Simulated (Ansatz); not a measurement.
```xyz
6

O    -0.376    0.881    2.651
C     0.016    0.449    1.649
N     0.498   -0.019    0.647
Ga    0.082   -0.329   -1.073
F    -1.451    0.095   -1.754
F     1.232   -1.076   -2.121
```

The species carries charge 0 and has multiplicity 1.

List the CAM-B3LYP/def2-TZVPP orbital energies in eV (Ansatz 0.2.0). (An estimate is asked.)

Ansatz gave: Occupied: -10141.60, -1253.10, -1110.45, -1110.28, -1110.28, -673.46, -673.45, -524.43, -392.83, -283.41, -153.68, -107.24, -106.90, -106.90, -34.21, -34.05, -33.20, -28.61, -26.91, -26.91, -26.87, -26.63, -26.51, -17.99, -16.44, -15.43, -15.43, -15.25, -14.35, -13.87, -13.44, -13.38, -13.22, -10.99, -10.92. Lowest empty: -1.01, -0.42, 1.51, 1.99, 2.61, 2.79, 4.09, 5.47.
